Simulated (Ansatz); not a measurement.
(NMe2)3Si-S-SiH3 (C6H21N3SSi2). Charge 0, multiplicity 1. Geometry r2SCAN-D4/def2-SVP; atoms count from 1.

```xyz
33

Si    0.2700    0.0963    0.3395
N    -0.7169    1.5188    0.3676
C    -1.7254    1.8494    1.3496
C    -0.7132    2.3988   -0.7842
N     1.8310    0.4059   -0.3316
C     2.8592    1.0877    0.4254
C     2.2009    0.1273   -1.7012
N    -0.4785   -1.1760   -0.5754
C     0.2240   -2.4026   -0.8962
C    -1.8048   -1.0855   -1.1473
S     0.5642   -0.5332    2.4093
Si   -1.0756   -1.9154    2.4932
H    -2.7585    1.6957    0.9708
H    -1.5950    1.2384    2.2539
H    -1.6425    2.9122    1.6498
H     0.1281    2.1555   -1.4520
H    -1.6503    2.3308   -1.3766
H    -0.5978    3.4559   -0.4737
H     3.1145    2.0709   -0.0206
H     3.7925    0.4913    0.4716
H     2.5301    1.2672    1.4607
H     3.0594   -0.5728   -1.7652
H     1.3566   -0.3190   -2.2462
H     2.4956    1.0527   -2.2385
H     1.1895   -2.4417   -0.3675
H     0.4272   -2.4923   -1.9831
H    -0.3619   -3.2929   -0.5967
H    -2.4499   -1.9204   -0.8078
H    -1.7787   -1.1190   -2.2560
H    -2.2856   -0.1430   -0.8469
H    -0.8178   -3.1770    1.7398
H    -2.3479   -1.3060    1.9990
H    -1.2426   -2.2580    3.9366
```

Single mean-field runs in def2-TZVP are fitted with def2-universal-jkfit.

Estimate the Mulliken populations of the heavy atoms from the PBE0/def2-TZVP orbitals of Ansatz.


```csv
atom,charge (e)
Si1,0.30
N2,-0.14
C3,-0.31
C4,-0.30
N5,-0.14
C6,-0.31
C7,-0.32
N8,-0.17
C9,-0.34
C10,-0.30
S11,-0.33
Si12,0.15
```
Mulliken values depend strongly on the basis.

And the Mayer bond orders between heavy atoms (over 0.3)?

Si1–N2 1.23 (1.73 Å); Si1–N5 1.24 (1.73 Å); Si1–N8 1.17 (1.74 Å); Si1–S11 1.00 (2.18 Å); N2–C3 0.96 (1.45 Å); N2–C4 0.96 (1.45 Å); N5–C6 0.96 (1.45 Å); N5–C7 0.96 (1.45 Å); N8–C9 0.96 (1.45 Å); N8–C10 0.95 (1.45 Å); S11–Si12 1.14 (2.15 Å).
